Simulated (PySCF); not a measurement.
A species of formula C8H10F2Si has this rotational fingerprint, computed with PBE0/pcSseg-1 in PySCF (dipole) on a GFN2-xTB geometry, gas phase:

| Quantity | Value |
| --- | --- |
| Rotational constants | A = 1315, B = 750.1, C = 566.3 MHz |
| Dipole components | \|μa\| = 1.55 D, \|μb\| = 1.58 D, \|μc\| = 1.24 D |
| Inertial defect | -165.72 u·Å² |
| κ | -0.51 |

Task: Which candidate fits, each taken in the one conformer that was computed?
A. `[CH2:1]=[C:2]([CH3:3])[Si@@H:4]1[CH:5]=[CH:6][C:7]([CH:8]([F:9])[F:10])=[CH:11]1` with C1–C2–Si4–C5 -131°, C6–C7–C8–F9 -69°
B. `[F:1][CH:2]([F:3])[C:4]1=[CH:5][CH:6]=[CH:7][Si@H:8]1[CH:9]1[CH2:10][CH2:11]1` with F1–C2–C4–C5 109°, C7–Si8–C9–C10 -49°

Result: B. It is FC(F)C1=CC=C[Si@H]1C1CC1, an asymmetric top, point group C1. The candidates at the same level (rigid rotor, commonest isotopes):

```
                      SMILES  A (MHz)  B (MHz)  C (MHz)  μa (D)  μb (D)  μc (D)  Δ (u·Å²)  point group                        rotor
    FC(F)C1=CC=C[Si@H]1C1CC1     1315    750.1    566.3    1.55    1.58    1.24   -165.72           C1               asymmetric top
C=C(C)[Si@@H]1C=CC(C(F)F)=C1     1858    497.3    482.8    1.66    1.32    0.09   -241.38           C1  near-prolate asymmetric top
```

`C=C(C)[Si@@H]1C=CC(C(F)F)=C1` has A 41 % too high. No structure here is proved a minimum.
